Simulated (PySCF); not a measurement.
**Correlation energy of Ir²⁺ (iridium, charge +2)**

[Xe] 4f14 5d6 6p1, one real determinant (an excited configuration). All numbers are calculated (PySCF 2.14, a scalar-relativistic core potential, in aug-cc-pwCVDZ-PP with ECP60MDF). Frozen: 5s2 5p6; 7 electrons correlated.

```json
{"level": "CCSD", "correlation energy (mhartree)": "-115.93"}
{"level": "(T)", "correlation energy (mhartree)": "-2.98"}
{"level": "CCSD(T)", "correlation energy (mhartree)": "-118.91"}
```

Diagnostics: T1 = 0.0065, D1 = 0.0196, largest double amplitude 0.104.

**Question.** Is a single reference adequate?

**Answer.** Mostly. T1 lies below 0.03, but a double amplitude of this size points to a near-degeneracy that CCSD handles and MP2 describes poorly.

The reference is one real determinant that mixes LS terms of this configuration.
